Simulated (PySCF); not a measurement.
Löwdin shares of the frontier orbitals

C5H3F3O.
Structure used (GFN2-xTB), in Å, numbered top down from 1:
```
atom  x, y, z in Å
O1     0.9572   -1.4852   -0.4799
C2     0.6330   -0.4062   -0.0616
C3    -0.7093    0.1718   -0.0598
C4    -1.6711   -0.2734   -1.1566
C5    -1.8914   -0.7896    0.0002
C6     1.6938    0.5494    0.5647
F7     1.7495    1.7117   -0.1092
F8     2.9183    0.0342    0.5764
F9     1.3725    0.8598    1.8331
H10   -0.8022    1.1647    0.3660
H11   -1.8506   -0.1247   -2.1905
H12   -2.3983   -1.4132    0.6913
```

Method: TDDFT PBE0/def2-SVPD, vertical, gas phase, core orbitals frozen in the response (PySCF 2.14.0, density-fitted response routines).

Frontier orbitals with the atoms that hold most of them (Löwdin shares over 4%, at most four atoms; ? is withheld):

```json
{"orbital": "HOMO-3", "ε (eV)": "-11.18", "atoms": "C5 25%, C4 25%, C3 16%, O1 9%"}
{"orbital": "HOMO-2", "ε (eV)": "-9.25", "atoms": "C3 34%, O1 17%, C5 16%, C4 16%"}
{"orbital": "HOMO-1", "ε (eV)": "-8.99", "atoms": "C4 26%, C5 26%, O1 24%, C3 9%"}
{"orbital": "HOMO", "ε (eV)": "?", "atoms": "?"}
{"orbital": "LUMO", "ε (eV)": "-1.74", "atoms": "?"}
{"orbital": "LUMO+1", "ε (eV)": "-0.77", "atoms": "C5 37%, C4 37%, H11 7%, H12 7%"}
{"orbital": "LUMO+2", "ε (eV)": "0.81", "atoms": "C4 18%, C5 18%, C3 10%, H10 9%"}
```

Q: Which atoms hold the HOMO, and with what shares?

A: O1 (bonded to C) 39%; C3 (bonded to 3 C and H) 12%; C2 (bonded to 2 C and O) 12%; C5 (bonded to 2 C and H) 9%. By element: oxygen 39%, carbon 33% or more.

Q: Give the leading atoms of the LUMO.

A: C2 (bonded to 2 C and O) 33%; O1 (bonded to C) 30%; C3 (bonded to 3 C and H) 7%; C4 (bonded to 2 C and H) 7%. By element: carbon 47% or more, oxygen 30%.

Q: What is the HOMO energy, and the HOMO–LUMO gap?

A: ε(HOMO) = -8.06 eV; the gap is 6.32 eV (0.2321 hartree).

Q: How does S1 compare with the orbital gap of 6.32 eV?

A: S1 is at 4.19 eV (f = 0.0007), 2.12 eV below the gap, made of HOMO→LUMO (92%). Without the coupling terms of the response equations the lowest excitation would equal the gap.

Q: One configuration dominates each of S1, S2, S3 and S6. Which, and how do the shares of the two leading atoms of either orbital change from the occupied to the empty one?

A: 
- S1 (4.19 eV, f 0.0007), HOMO→LUMO (92%): O1 39% → 30%, C3 12% → 7%, C2 12% → 33%
- S2 (5.63 eV, f 0.0006), HOMO-1→LUMO (90%): C4 26% → 7%, C5 26% → at most 7%, C2 at most 9% → 33%, O1 24% → 30%
- S3 (6.11 eV, f 0.011), HOMO→LUMO+1 (95%): O1 39% → at most 8%, C3 12% → at most 8%, C5 9% → 37%, C4 at most 10% → 37%
- S6 (7.21 eV, f 0.055), HOMO-1→LUMO+1 (81%): C4 26% → 37%, C5 26% → 37%

Löwdin shares depend on the basis, the more so with diffuse functions.

One conformer stands for the species.
